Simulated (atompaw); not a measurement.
## Sb (Z = 51): one change to a PAW (atompaw) potential, before and after

antimony, PAW, made with atompaw 4.2.0.5 (LDA (PW92), scalar-relativistic). Core [Kr] 4d10, reference 5s2 5p2 (charge +1). Waves: 5s (bound): rc 2.05 bohr; 5s channel at 3.7 Ry: rc 2.05 bohr; 5p (bound): rc 2.15 bohr; 5p channel at -0.05 Ry: rc 2.15 bohr. Local part: bessel scheme, radius 1.95 bohr. Core correction: smooth core density matched at 1.35 bohr. Augmentation charge: sinc compensation charge, radius 1.90 bohr; PAW radius 2.15 bohr; waves and projectors: custom polynom vanderbiltortho.

Change: all radii scaled by about 0.90 (s 1.84, p 1.94 bohr); local potential bessel scheme, radius 1.76 bohr; augmentation sinc compensation charge, radius 1.70 bohr; PAW radius 1.94 bohr; waves and projectors: custom polynom vanderbiltortho; core correction smooth core density matched at 1.22 bohr.

Cutoffs: the cutoffs (Ry, on a coarse ladder) from which the occupation-weighted sum of valence levels, in a spherical-Bessel basis at the reference potential, stays within 10 and 1 mRy of its value at 400 Ry; they do not see the model core or the augmentation charge, which bear on the density cutoff.

Question: What does the change do?

Answer: The potential gets harder (12 Ry and 21 Ry → 15 Ry and 35 Ry); the bound ghosts move from d to d, s. A smaller radius makes the pseudo-wave follow the all-electron one further in, where it bends more sharply, so more plane waves are needed.

| quantity | base | changed |
| --- | --- | --- |
| cutoff, loose | 12 Ry | 15 Ry |
| cutoff, tight | 21 Ry | 35 Ry |
| loose cutoff by channel (10 mRy a level) | s 10 Ry, p 6 Ry | s 10 Ry, p 12 Ry |
| bound ghosts | d | s, d |
| lowest overlap eigenvalue by channel | s 0.06, p 0.42 | s 0.12, p 0.49 |

 A true bound ghost makes a file unfit for plane-wave use even where its test errors are small: the radial tests pick states by their node count and pass the ghost by. The cutoffs see the waves, projectors and local potential, not the compensation charge or the core.
